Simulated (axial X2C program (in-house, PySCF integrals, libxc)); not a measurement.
BaH⁻: a run with one poor setting

Computed with an in-house all-electron X2C program for linear molecules (integrals from PySCF). Two-component (2c) means X2C with spin–orbit coupling and atomic mean-field two-electron Coulomb and Gaunt terms. Basis: Ba dyall-av3z [15s15p10d4f], H dyall-av3z [7s3p2d] (cores contracted in-house); Gaussian nuclei, density fitting, unrestricted open shells. Masses: Ba 137.905 u, H 1.008 u.

One setting of this run was spoiled on purpose, so its numbers are not properties of BaH⁻. Level: B97-3, with spin–orbit coupling; state Ω = 0 (closed shell).

```
R (Å)  E − E(lowest point) (eV)  SCF iterations
2.010                    0.2535              13
2.102                    0.1096              13
2.171                    0.0438              12
2.241                    0.0095              12
2.310                    0.0000              10
2.391                    0.0105              11
2.472                    0.0355              11
2.576                    0.0829              13
2.703                    0.1668              13
2.888                    0.3314              13
```

Fit: Re 2.309 Å, ωe 989.4 cm⁻¹, residual 2.1 microhartree, De 2.16 eV.

Output at the reference distance:

```
two-component X2C + atomic mean field  B97-3
basis functions 164  fitting functions 790  grid points 498
iter        total energy     max residual
   1      -8131.672511995     7.26e-02
   2      -8131.673005007     1.99e-03
   3      -8131.673039756     4.92e-04
   4      -8131.673051739     2.70e-04
   5      -8131.673056729     6.50e-05
   6      -8131.673059546     3.20e-05
   7      -8131.673060317     5.01e-06
   8      -8131.673060324     2.83e-06
   9      -8131.673060326     8.99e-07
  10      -8131.673060327     6.12e-07
converged
one-electron -11127.55489166  Coulomb 3188.33284238  exact exchange -53.11446919  xc functional -146.90356892  nuclear repulsion 12.82853845  atomic mean-field constant -5.26151138
```

Problem. Which setting was spoiled?
A. an excited determinant was followed
B. integration grid too coarse
C. density fitting set too sparse
D. too few iterations allowed
E. virtual space cut too low

Solution. B. Integration grid too coarse: 30 radial and 10 angular points an atom against the usual 100 and 30 (atoms up to Ar take three quarters of the radial points).
